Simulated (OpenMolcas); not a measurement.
## Kr²⁺: effect of the active space

| Item | Value |
| --- | --- |
| Program | OpenMolcas 26.06 |
| Method | XMS-CASPT2 or its RAS form, IPEA 0.25 Eh, imaginary shift 0.1 Eh |
| Basis | ANO-RCC-VTZP |
| Scalar Hamiltonian | DKH2, point nucleus |
| Spin-orbit coupling | RASSI with atomic mean-field integrals over the reference wave functions, term energies averaged over their components |

A. 4 electrons in 3 orbitals (4p); 2S+1 = 3 even, 3 roots; 2S+1 = 1 even, 6 roots; closed shells correlated: 3d 4s; CASPT2 step of the order of 0.8 core-seconds
B. 6 electrons in 9 orbitals (RAS2 4s 4p; RAS3 4d, at most 2 electrons); 2S+1 = 3 even, 3 roots; 2S+1 = 1 even, 7 roots; 2S+1 = 3 odd, 3 roots; 2S+1 = 1 odd, 3 roots; closed shells correlated: 3d; CASPT2 step roughly 8 core-seconds

Energies in eV above 4s2 4p4 3P2, the measured ground level; measured values from Saloman, J. Phys. Chem. Ref. Data 36, 215 (2007).

```tsv
Level	A	B	Measured
4s2 4p4 3P2	0.0000	0.0000	0.0000
4s2 4p4 3P1	0.513	0.502	0.5639
4s2 4p4 3P0	0.623	0.612	0.6587
4s2 4p4 1D2	1.852	1.866	1.8157
4s2 4p4 1S0	4.252	4.198	4.1013
```

Deviations, from unrounded energies. A percentage is the sum of absolute deviations over the sum of measured energies, with the sign that they share, or ± where signs differ.

| Against measurement | Levels | A | B |
| --- | --- | --- | --- |
| mean absolute deviation (cm-1) | 4 | 550 | 510 |
| fine structure of the ground term (%) | 2 | -7.1 | -8.8 |
| other terms of the ground configuration (%) | 2 | +3.2 | +2.5 |

B lies closest to measurement on these levels. The largest miss of B in the table is 4s2 4p4 1S0, by +780 cm-1. The ranking rests on the paired levels alone, and a cruder setting can come out closer through cancelling errors.

The two smallest mean deviations differ by little beside CASPT2's spread within terms, so their order carries little weight.

Between A and B the level of the table that moves most is 4s2 4p4 1S0, by 440 cm-1 (lowest in B, highest in A). Moves below CASPT2's spread within the term are not significant.

CASPT2 breaks the degeneracy within a term, and the mean is taken; among the terms shown or strongly mixed into the levels shown the widest spread is 690 cm-1 (4s2 4p4 1D, A). With the s shell closed, the reference lacks s² → p² mixing (holds for A). The run also gave levels led by 4s2 4p3 4d, which use shells meant for correlation; these and all levels above them are left out (holds for B). Measured partners are found by configuration, term and J. A level has none where our copy of the source lacks it or the pairing is in doubt (some pairs that miss far off the trend of their configuration count as doubtful), and it then counts in no deviation. Levels of configurations outside the active space are missing. The table leaves out levels that lie high or whose names do not pair safely across all columns.
